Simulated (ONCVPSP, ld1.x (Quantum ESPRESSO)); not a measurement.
Potentials for nitrogen (N) compared

Generated with ld1.x 7.5 (TM, RRKJ, ultrasoft, PAW), atompaw 4.2 or ONCVPSP 4.0.1. The cutoff is in Ry: for ld1.x and atompaw files where the sum of valence levels is converged to 10 mRy in a Bessel basis, for ONCV files where the hardest occupied wave has 1 mHa per electron of residual kinetic energy. The error is the largest all-electron minus pseudo excitation energy over each file’s own four to seven test configurations (ionisations up to +4, promotions, holes and added fractions of an electron), all of which were solved. The labels leave out finer settings (local radius, basis sizes, second energies), which also bear on the numbers. Spin-polarised tests are not counted. The rows are a selection from randomly drawn settings: files with unsolved tests, undetermined cutoffs or missed reference levels are left out.

| potential | cutoff (Ry) | largest error (meV) | bound ghosts |
| --- | --- | --- | --- |
| ONCV, revPBE, scalar-relativistic, rc 0.90/1.60/1.75 (spd), local smoothed, core correction yes, reference 2s2 2p1.5, qcut 8.1/9.9/5.3, projectors 2/1/2 | 59 | +73 | none |
| TM, LDA (PZ), scalar-relativistic, rc 0.80/1.50 (sp), local p, core correction no, reference 2s2 2p3 | 60 | +619 | none |
| PAW, PBE, scalar-relativistic, rc 1.00/2.05 (sp), local smoothed, core correction yes, reference 2s2 2p1.5 | 18 | -19 | none |
| TM, PBEsol, scalar-relativistic, rc 0.95/1.25 (sp), local s, core correction yes, reference 2s2 2p3 | 70 | +499 | none |

Q: Fill in the row for N: TM, PBEsol, non-relativistic, rc 0.70/1.50 (sp), local s, core correction yes, reference 2s2 2p1.5.

A: cutoff 140 Ry, largest error +189 meV, bound ghosts: none.

Q: Fill in the row for N: TM, PBEsol, scalar-relativistic, rc 0.65/1.65 (sp), local p, core correction yes, reference 2s2 2p2.5.

A: cutoff 180 Ry, largest error +1144 meV, bound ghosts: none.

Q: Fill in the row for N: TM, BLYP, non-relativistic, rc 0.85/1.40 (sp), local p, core correction yes, reference 2s2 2p2.5.

A: cutoff 60 Ry, largest error +758 meV, bound ghosts: none.
